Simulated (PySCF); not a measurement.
H4Sn. Atoms are numbered in the order given.

```xyz
5

Sn     0.0000     0.0000     0.0000
H     -0.9837    -0.9837     0.9837
H      0.9837    -0.9837    -0.9837
H      0.9837     0.9837     0.9837
H     -0.9837     0.9837    -0.9837
```
Charge 0, spin multiplicity 1.

Geometry optimised at PBE0-D3(BJ)/def2-TZVPD. The isomer is the one that the SMILES or the coordinates give; other isomers of the formula were not compared. The def2 effective core potentials stand for the cores of Sn; spin–orbit coupling is left out.

All values below come from TDA-PBE/def2-TZVPD run with PySCF.

Vertical excitations; the highest root listed may be one member of a degenerate set. The molecule is in vacuum. State labels are in the subgroup D2.

```
state  symmetry  energy (eV)  λ (nm)      f                                                                    main pairs
-----  --------  -----------  ------  -----  ----------------------------------------------------------------------------
S1           B1         7.37     168  0.082                                                  HOMO−1→LUMO (degenerate set)
S2           B2         7.37     168  0.082                                                    HOMO→LUMO (degenerate set)
S3           B3         7.37     168  0.082                                                  HOMO−2→LUMO (degenerate set)
S4           B3         7.81     159  0.000                                   HOMO−1→LUMO+2, HOMO→LUMO+1 (degenerate set)
S5           B1         7.81     159  0.000                                   HOMO−2→LUMO+2, HOMO→LUMO+3 (degenerate set)
S6           B2         7.81     159  0.000                                 HOMO−2→LUMO+1, HOMO−1→LUMO+3 (degenerate set)
S7            A         7.99     155  0.000                                   HOMO→LUMO+2, HOMO−1→LUMO+1 (degenerate set)
S8            A         7.99     155  0.000                    HOMO−2→LUMO+3, HOMO−1→LUMO+1, HOMO→LUMO+2 (degenerate set)
S9            A         8.25     150  0.000                      HOMO−2→LUMO+3 32 %, HOMO−1→LUMO+1 32 %, HOMO→LUMO+2 32 %
S10          B1         8.49     146  0.306  HOMO→LUMO+3 31 %, HOMO−2→LUMO+2 31 %, HOMO−1→LUMO+6 16 %, HOMO−1→LUMO+5 10 %
T1           B2         6.68     186      0                                                    HOMO→LUMO (degenerate set)
T2           B1         6.68     186      0                                                  HOMO−1→LUMO (degenerate set)
T3           B3         6.68     186      0                                                  HOMO−2→LUMO (degenerate set)
T4            A         7.09     175      0                      HOMO→LUMO+2 32 %, HOMO−1→LUMO+1 32 %, HOMO−2→LUMO+3 32 %
```
Triplets are in the Tamm–Dancoff approximation.
